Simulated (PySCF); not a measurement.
# Working out the ionisation energy of Pd

Pd [Kr] 4d10 (1S) → Pd⁺ [Kr] 4d9 (2D). All numbers are calculated (PySCF 2.14, a scalar-relativistic core potential, in aug-cc-pVDZ-PP with ECP28MDF (5s5p4d2f, 54 functions)). Frozen: 4s2 4p6. Energies in hartree (1 hartree = 27.21139 eV):

```csv
part,Pd (lower),Pd⁺ (upper)
UHF,-126.607907,-126.376467
MP2 opposite-spin,-0.201763,-0.147719
MP2 same-spin,-0.111838,-0.083135
```

What does Hartree-Fock give?

(-126.376467) − (-126.607907) = 0.231440 hartree = 6.298 eV.

What do MP2 and SCS-MP2 (6/5 opposite-spin, 1/3 same-spin) give?

The opposite-spin parts differ by 1.471 eV and the same-spin parts by 0.781 eV. MP2: 6.298 + (1.471) + (0.781) = 8.550 eV. SCS-MP2: 6.298 + 1.2 × (1.471) + (0.781)/3 = 8.324 eV.

Measured between the centres of the two terms (NIST): 8.512 eV, so MP2 (valence) is off by 0.038 eV.

A double-zeta basis recovers only part of the correlation energy.

What remains against the reference includes basis incompleteness, the frozen core and correlation beyond second order.
